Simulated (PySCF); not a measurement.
SMILES C12C=CC([C]=C2)C1, doublet, PBE0/def2-SVP optimised geometry.

```
14

C      1.22     0.36     1.22
C      0.29     1.31     1.26
C     -0.57     1.03     0.00
C      0.31     1.29    -1.23
C      1.28     0.37    -1.23
C      1.05    -0.52     0.00
C     -0.50    -0.52     0.00
H      0.15     2.14     1.94
H     -1.57     1.49    -0.01
H      0.17     2.12    -1.93
H      2.12     0.27    -1.92
H      1.57    -1.49     0.01
H     -0.94    -0.98     0.90
H     -0.93    -0.98    -0.91
```

Density from unrestricted PBE0/def2-TZVP (PySCF) at that geometry.

Minimum of the electron density along straight lines between bonded atoms, close to the bond critical point (lines longer than 1.1 times the sum of covalent radii, or with two minima, are not listed):

| bond | length / Å | ρ at the minimum / e bohr⁻³ | ∇²ρ there / e bohr⁻⁵ | position (fraction from the first atom) |
|---|---|---|---|---|
| C1–C2 | 1.326 | 0.351 | -1.03 | 0.51 |
| C2–C3 | 1.550 | 0.231 | -0.52 | 0.50 |
| C3–C4 | 1.536 | 0.242 | -0.57 | 0.50 |
| C4–C5 | 1.336 | 0.349 | -1.03 | 0.50 |
| C1–C6 | 1.520 | 0.244 | -0.58 | 0.51 |
| C5–C6 | 1.536 | 0.241 | -0.57 | 0.50 |
| C3–C7 | 1.550 | 0.237 | -0.55 | 0.50 |
| C6–C7 | 1.555 | 0.233 | -0.53 | 0.50 |
| C2–H8 | 1.090 | 0.278 | -0.98 | 0.65 |
| C3–H9 | 1.099 | 0.277 | -0.96 | 0.64 |
| C4–H10 | 1.091 | 0.279 | -0.98 | 0.65 |
| C5–H11 | 1.091 | 0.279 | -0.98 | 0.65 |
| C6–H12 | 1.097 | 0.279 | -0.97 | 0.65 |
| C7–H13 | 1.100 | 0.277 | -0.96 | 0.64 |
| C7–H14 | 1.101 | 0.276 | -0.95 | 0.64 |
